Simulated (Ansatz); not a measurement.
The pair A = CH4 (SMILES C) (first 5 atoms), B = CH3Cl (SMILES CCl); geometry from B3LYP-D3(BJ)/def2-TZVP.
(charge 0, multiplicity 1):
```xyz
10

C     -0.021     0.035    -0.095
H      0.412     0.572     0.747
H     -1.109     0.079    -0.037
H      0.308     0.492    -1.028
H      0.302    -1.005    -0.070
C     -0.823    -0.587     3.418
Cl     0.435     0.636     3.800
H     -1.141    -1.049     4.348
H     -1.654    -0.081     2.937
H     -0.389    -1.325     2.751
```

Correlated levels freeze the cores. MP2 and its Hartree–Fock in aug-cc-pV(T+d)Z are density fitted.

Codes used: Ansatz (an electronic-structure program) with Gaussian orbitals. Values without a source in brackets are computed.

The counterpoise-corrected interaction energy is E(AB) − E(A in the pair's basis) − E(B in the pair's basis). Total energies (hartree):

```tsv
level	AB	A in the pair's basis	B in the pair's basis
HF/aug-cc-pV(D+d)Z	-539.3232795	-40.1998277	-499.1243758
CCSD(T)/aug-cc-pV(D+d)Z	-539.8697644	-40.3958883	-499.4726568
HF/aug-cc-pV(T+d)Z	-539.3624181	-40.2135792	-499.1497704
CCSD(T)/aug-cc-pV(T+d)Z	-540.0208182	-40.4410518	-499.5782228
```

Work out the counterpoise-corrected interaction energy at the basis-set limit: extrapolate the CCSD(T) correlation part as X⁻³, take Hartree–Fock from the larger set.


1. Differences (1 hartree = 627.509 kcal/mol): HF/aug-cc-pV(D+d)Z 0.580; CCSD(T)/aug-cc-pV(D+d)Z -0.765; HF/aug-cc-pV(T+d)Z 0.585; CCSD(T)/aug-cc-pV(T+d)Z -0.969.
2. Correlation parts, CCSD(T) less HF: -1.345 in aug-cc-pV(D+d)Z (X = 2), -1.553 in aug-cc-pV(T+d)Z (X = 3).
3. Limit (3³·(-1.553) − 2³·(-1.345))/(3³ − 2³) = -1.641; with HF/aug-cc-pV(T+d)Z it gives -1.056.
Result: -1.06 kcal/mol, against -0.77 at CCSD(T)/aug-cc-pV(D+d)Z. It is an estimate of this method's limit, not of the exact value.
